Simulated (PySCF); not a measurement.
Ionisation energy of Ga²⁺ by level of theory

Ga²⁺ [Ar] 3d10 4s1 (2S) → Ga³⁺ [Ar] 3d10 (1S), as a difference of total energies. Computed with PySCF 2.14 in def2-QZVPPD, with no relativity, point nucleus. Correlated levels: valence and next inner shell: [Ne] frozen. The calculations carry no spin-orbit coupling.

| method | ionisation energy (eV) | difference from reference (eV) |
| --- | --- | --- |
| UHF | 29.190 | -1.536 |
| LDA | 31.379 | +0.653 |
| PBE | 31.067 | +0.341 |
| PBE0 | 30.684 | -0.042 |
| r2SCAN | 30.791 | +0.065 |
| B3LYP | 31.123 | +0.397 |
| HSE06 | 30.764 | +0.038 |
| TPSS | 30.689 | -0.037 |
| B97-3 | 30.487 | -0.239 |
| MP2 (valence and next inner shell) | 30.183 | -0.543 |
| SCS-MP2 (valence and next inner shell) | 30.000 | -0.726 |

Reference: 30.726 eV (measured; NIST Atomic Spectra Database, ionization energies).

These non-relativistic numbers lack the scalar-relativistic shift.

Errors of the correlated levels include the incompleteness of this basis and the frozen core.
